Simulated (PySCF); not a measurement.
# Spin states of SnH⁺

Unrestricted PBE0; basis Sn def2-TZVPPD with ECP28, H def2-TZVPPD; scalar-relativistic core potentials; PySCF 2.14. Outer shells of the fragments: Sn+ 4d10 5s2 5p1; H 1s1.

Followed along the bond (rough minima from three points):

```csv
2Ms+1,unpaired,⟨S²⟩ at the start,R at minimum (Å),Te (eV)
1,none,0.00,1.76,0.00
3,"σ ↑, π ↑",2.01,none in the scan,≤ 2.19
```

Solutions found at the starting distance of 1.770 Å, counted from the lowest of them; the search is not exhaustive and high or unbound solutions are not listed, so other states can lie among these:

```json
{"2Ms+1": "1", "unpaired": "none", "term": "¹Σ⁺", "E (eV)": "0.00", "⟨S²⟩": "0.00", "⟨Lz²⟩": "0.00", "μ (D)": "0.02"}
{"2Ms+1": "3", "unpaired": "σ ↑, π ↑", "term": "³Π", "E (eV)": "2.22", "⟨S²⟩": "2.01", "⟨Lz²⟩": "1.00", "μ (D)": "0.70"}
{"2Ms+1": "1", "unpaired": "σ ↑, π ↓", "term": "mixed", "E (eV)": "2.50", "⟨S²⟩": "1.02", "⟨Lz²⟩": "1.00", "μ (D)": "0.84"}
{"2Ms+1": "3", "unpaired": "σ ↑↑", "term": "³Σ⁺", "E (eV)": "5.93", "⟨S²⟩": "2.00", "⟨Lz²⟩": "0.00", "μ (D)": "1.04"}
{"2Ms+1": "3", "unpaired": "π ↑↑", "term": "³Σ⁻", "E (eV)": "6.40", "⟨S²⟩": "2.16", "⟨Lz²⟩": "0.00", "μ (D)": "0.93"}
{"2Ms+1": "1", "unpaired": "π ↑↓", "term": "mixed", "E (eV)": "6.92", "⟨S²⟩": "1.00", "⟨Lz²⟩": "2.02", "μ (D)": "0.88"}
{"2Ms+1": "1", "unpaired": "none", "term": "mixed", "E (eV)": "7.79", "⟨S²⟩": "0.00", "⟨Lz²⟩": "2.01", "μ (D)": "0.87"}
{"2Ms+1": "3", "unpaired": "σ ↑, δ ↑", "term": "³Δ", "E (eV)": "9.75", "⟨S²⟩": "2.01", "⟨Lz²⟩": "4.00", "μ (D)": "1.22"}
{"2Ms+1": "1", "unpaired": "σ ↑, δ ↓", "term": "mixed", "E (eV)": "9.80", "⟨S²⟩": "1.01", "⟨Lz²⟩": "4.00", "μ (D)": "1.24"}
```

A term symbol is given only where ⟨S²⟩ and ⟨Lz²⟩ are close to those of a pure state; real π, δ and φ orbitals otherwise mix terms. A positive dipole points towards H; it is taken about the centre of mass and depends on that origin.

Spin–orbit coupling is left out. Counting both spins, an empty level lies below a filled one in some of these solutions, because spin and occupation are held.
